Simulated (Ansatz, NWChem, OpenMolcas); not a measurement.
Worked example: CH2BrI + HI → CH2I2 + HBr

Species: CH2BrI (bromoiodomethane) `BrCI`, singlet; HI (hydrogen iodide), singlet; CH2I2 `ICI`, singlet; HBr, singlet. The partners trade Br for I: C–Br and H–I bonds give way to C–I and H–Br.

Shapes, held fixed at every level: PBE0-D4/def2-TZVP. Programs: Ansatz 0.2.0, NWChem 7.3.0, OpenMolcas 26.06. A level may come from different programs for different species; with the same settings they agree closely. The zero-point and thermal change to 298 K, harmonic and unscaled (PBE0-D4/def2-TZVP), is +0.9 kJ/mol.

At CCSD(T)/def2-TZVPP; 1 Eh = 2625.50 kJ/mol:

```
species   energy (Eh)
 CH2BrI  -2909.076229
     HI   -297.737430
  CH2I2   -633.508921
    HBr  -2573.308574
```

Question: Work out ΔH(298 K) of the reaction at this level.

Answer: 
1. Products less reactants: (-633.508921) + (-2573.308574) − [(-2909.076229) + (-297.737430)] = -0.003836 Eh = -10.1 kJ/mol.
2. With the thermal change: -10.1 + (+0.9) = -9.2 kJ/mol.

Other levels give -9.1 (BHLYP-D4/def2-TZVPP) to -4.9 kJ/mol (HF/def2-SVP). No measured value is set beside it here. For atoms past krypton def2 sets carry core potentials with scalar relativity. Relativity is left out for Br. Outer-core shells of Br, I are correlated in most correlated rows, in sets that cover them unevenly.
